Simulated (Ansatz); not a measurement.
```yaml
crystal:
  periodic: [false, false, false]
  atoms:
    - {symbol: Br, position_ang: [0.604443, 1.325245, -2.615049]}
    - {symbol: C, position_ang: [0.194560, 0.098415, -0.829292]}
    - {symbol: C, position_ang: [0.586677, -0.818161, -0.415239]}
    - {symbol: C, position_ang: [0.007098, -0.300407, 0.896976]}
    - {symbol: C, position_ang: [-0.726742, 0.446695, 0.746921]}
    - {symbol: O, position_ang: [-0.576907, 1.028297, -0.268249]}
    - {symbol: H, position_ang: [1.477349, -1.518705, -0.431686]}
    - {symbol: H, position_ang: [-0.050459, -1.507041, 1.605277]}
    - {symbol: H, position_ang: [-1.442835, 0.913246, 1.529903]}
basis:
  gaussian: {orbitals: aug-pcseg-2}
hamiltonian: {xc: {name: B2GP-PLYP}}
```

```sh
$ ansatz run in.yaml --threads 4 --pin off --events-out ev --progress --plain --max-ram 10444MiB
```

Shortened log:

```
Functional definition: B2GP-PLYP
2233 factors; integrals over basis functions are off by at most 7.3e-4 eV
mean field evaluation 1: about -76237.6044 eV, gradient 6.5e1 eV
mean field evaluation 2: about -76237.8680 eV, gradient 6.4e1 eV
mean field evaluation 4: about -76246.5210 eV, gradient 7.4e0 eV
mean field evaluation 8: about -76246.6567 eV, gradient 2.6e-1 eV
mean field evaluation 16: about -76246.6569 eV, gradient 1.9e-4 eV
mean field -76246.65690221 eV, -2802.0129593160 hartree, gradient 9.9e-6 eV, S^2 0.000000; 0 other end points of the search recorded, 0 dependent functions left out
14 core orbitals not correlated: weight in the atoms' cores, before any rotation towards them, 1.000 or more for the frozen orbitals, at most 0.000 for the correlated occupied ones
reference -76246.65704501 eV, -2802.0129645638 hartree; 21, 21 occupied and 323, 323 virtual orbitals, 2233 factors
second order -33.75808670 eV of doubles, -0.00000000 eV of singles
Total energy: -76258.80995622 eV, -2802.4595758133 hartree
```

Run time 25 s (4 threads of an Arm Neoverse V2 on a shared host); peak host memory 1.5 GiB.
